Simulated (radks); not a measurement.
Values are calculated unless marked as measured or tabulated.
Species: neutral indium. Configuration: [Kr] 4d10 5s2 5p1. Code: a radial shooting solver on a logarithmic mesh with Libxc functionals. Model: scalar-relativistic Kohn-Sham, LDA (Slater exchange, VWN5 correlation), spin-polarised, spherical densities, finite nucleus; open shells are filled with parallel spins first (spin-orbit coupling, left out, can overturn this in heavy ions); Fermi nuclear charge, rms radius 4.6156 fm; hard spherical wall at 12 bohr.

Local quantities along the radius. ELF = 1/(1 + alpha^2) is the electron localisation function; alpha = (tau - tau_W)/tau_unif compares the Pauli kinetic energy density with that of the uniform gas (summed over spins). tau is taken from the large components.

| r (bohr) | ELF | alpha |
|---|---|---|
| 0.001193 | 0.999 | 0.02293 |
| 0.001604 | 0.999 | 0.02316 |
| 0.002157 | 0.999 | 0.02413 |
| 0.0029 | 0.999 | 0.02607 |
| 0.003899 | 0.999 | 0.02948 |
| 0.005242 | 0.999 | 0.03527 |
| 0.007104 | 0.998 | 0.04567 |
| 0.009551 | 0.996 | 0.06442 |
| 0.01284 | 0.990 | 0.1021 |
| 0.01726 | 0.966 | 0.1862 |
| 0.02321 | 0.866 | 0.3928 |
| 0.03146 | 0.558 | 0.8895 |
| 0.04229 | 0.322 | 1.451 |
| 0.05686 | 0.423 | 1.168 |
| 0.07645 | 0.691 | 0.6692 |
| 0.1028 | 0.744 | 0.5871 |
| 0.1382 | 0.475 | 1.052 |
| 0.1873 | 0.332 | 1.419 |
| 0.2518 | 0.654 | 0.7270 |
| 0.3385 | 0.761 | 0.5611 |
| 0.4552 | 0.375 | 1.290 |
| 0.612 | 0.264 | 1.668 |
| 0.8228 | 0.735 | 0.6012 |
| 1.115 | 0.689 | 0.6716 |
| 1.499 | 0.404 | 1.215 |
| 2.016 | 0.268 | 1.651 |
| 2.71 | 0.419 | 1.179 |
| 3.643 | 0.545 | 0.9130 |
| 4.898 | 0.350 | 1.363 |
| 6.639 | 0.096 | 3.078 |
| 8.925 | 0.010 | 9.959 |

On this mesh the ELF has minima near r = 0.042, 0.16, 0.53, 2.0 bohr, which separate the shells, and maxima near 0.089 (0.75), 0.34 (0.76), 0.96 (0.76), 3.6 (0.55).
